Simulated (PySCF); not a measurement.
**ORD: `InChI=1S/C5H7FO3/c1-8-5-4(7)3(6)2-9-5/h3,5H,2H2,1H3/t3-,5-/m0/s1`**

Geometry:
```csv
atom,x (Å),y (Å),z (Å)
C1,2.460,0.021,-0.215
O2,1.139,-0.374,-0.539
C3,0.331,-0.595,0.581
O4,-0.014,0.581,1.253
C5,-1.125,1.172,0.591
C6,-1.958,0.025,0.018
F7,-3.060,-0.240,0.797
C8,-0.991,-1.168,0.047
O9,-1.218,-2.292,-0.267
H10,2.457,0.932,0.390
H11,2.957,0.202,-1.165
H12,2.977,-0.775,0.332
H13,0.822,-1.261,1.305
H14,-1.678,1.746,1.335
H15,-0.777,1.831,-0.212
H16,-2.329,0.206,-0.996
```

Method used: PySCF 2.14.0, TDDFT PBE0/def2-SVPD circular dichroism and optical rotation, one conformer, gas phase. Geometry: GFN2-xTB.

The molecule is flexible and this is one conformer; a measurement averages over conformers. States above about 7.7 eV (minus the energy of the highest occupied orbital) lie near or above the ionisation threshold and depend on the basis.

Stereocentres: C3 S, C6 S.

(1) Give the optical rotatory dispersion at 633, 589.3, 546, 436, 405, 365 nm.

Answers

(1) [α] in deg dm⁻¹ (g/mL)⁻¹:
| λ (nm) | origin-invariant length gauge | modified velocity gauge | length gauge (centre of mass) | isotropic polarisability (au) |
| --- | --- | --- | --- | --- |
| 633 | -5.9 | +64.4 | -7.3 | 69.7 |
| 589.3 | -19.9 | +66.8 | -21.6 | 69.9 |
| 546 | -45.5 | +65.0 | -47.5 | 70.2 |
| 436 | -310.7 | -41.0 | -314.2 | 71.2 |
| 405 | -602.8 | -196.9 | -607.2 | 71.6 |
| 365 | -1984.3 | -1023.2 | -1991.7 | 72.4 |

The shortest wavelength is close to the first absorption, where this undamped response comes out too large.

Where the gauges differ in sign the basis doesn't settle the rotation.

The first excitation lies at 3.75 eV (331 nm) with R = -5.6 × 10⁻⁴⁰ esu² cm² (velocity form).
